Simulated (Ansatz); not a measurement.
The cation of `CC(C)=CC(C)(C)C` at the neutral geometry.

```yaml
crystal:
  periodic: [false, false, false]
  atoms:
    - {symbol: C, position_ang: [-0.250978, -2.080645, -0.689257]}
    - {symbol: C, position_ang: [0.875715, -1.195058, -0.256362]}
    - {symbol: C, position_ang: [2.213810, -1.869957, -0.287771]}
    - {symbol: C, position_ang: [0.776486, 0.077548, 0.130998]}
    - {symbol: C, position_ang: [-0.437147, 0.980545, 0.249626]}
    - {symbol: C, position_ang: [-1.436762, 0.443368, 1.277876]}
    - {symbol: C, position_ang: [0.047471, 2.347827, 0.735640]}
    - {symbol: C, position_ang: [-1.123617, 1.180197, -1.104640]}
    - {symbol: H, position_ang: [-1.225653, -1.602201, -0.655894]}
    - {symbol: H, position_ang: [-0.082066, -2.433193, -1.712762]}
    - {symbol: H, position_ang: [-0.291396, -2.975367, -0.058418]}
    - {symbol: H, position_ang: [2.223055, -2.750065, 0.364870]}
    - {symbol: H, position_ang: [3.013886, -1.200088, 0.029709]}
    - {symbol: H, position_ang: [2.446501, -2.229255, -1.296446]}
    - {symbol: H, position_ang: [1.713760, 0.557001, 0.410098]}
    - {symbol: H, position_ang: [-2.271154, 1.141627, 1.395731]}
    - {symbol: H, position_ang: [-0.957420, 0.321140, 2.252168]}
    - {symbol: H, position_ang: [-1.849482, -0.523730, 0.988962]}
    - {symbol: H, position_ang: [-0.790608, 3.041888, 0.839924]}
    - {symbol: H, position_ang: [0.761285, 2.782983, 0.030757]}
    - {symbol: H, position_ang: [0.541125, 2.265169, 1.707872]}
    - {symbol: H, position_ang: [-0.418728, 1.580760, -1.837188]}
    - {symbol: H, position_ang: [-1.526357, 0.250409, -1.507426]}
    - {symbol: H, position_ang: [-1.951726, 1.889098, -1.008050]}
basis:
  gaussian: {orbitals: def2-TZVPP}
total_charge: 1
magnetization: {spin_polarized: true, initial_magnetization: 1}
hamiltonian: {xc: {name: B3LYP}, dispersion: d4}
```

```sh
$ ansatz run in.yaml --threads 5 --pin off --events-out ev --progress --plain --max-ram 66560MiB --backend cuda --devices 0, --max-vram 37GiB
```

It prints (some lines left out):

```
Functional definition: B3LYP
2384 factors; their error is unknown
mean field evaluation 1: about -8525.2648 eV, gradient 7.6e1 eV
mean field evaluation 2: about -8501.9425 eV, gradient 9.8e1 eV
mean field evaluation 4: about -8552.1645 eV, gradient 5.8e0 eV
mean field evaluation 8: about -8552.3312 eV, gradient 2.5e-1 eV
mean field evaluation 16: about -8552.2842 eV, gradient 1.1e-2 eV
mean field -8552.28420561 eV, -314.2906476099 hartree, gradient 6.9e-5 eV, S^2 0.752185; 0 other end points of the search recorded, 0 dependent functions left out
reference -8552.28454217 eV, -314.2906599782 hartree; 32, 31 occupied and 440, 441 virtual orbitals, 2384 factors
Total energy: -8553.12804664 eV, -314.3216581956 hartree
```

Run time 24 s (5 threads of an AMD EPYC 7R13 on a shared host and a share of an NVIDIA H100 80 GB); peak host memory 1.1 GiB.
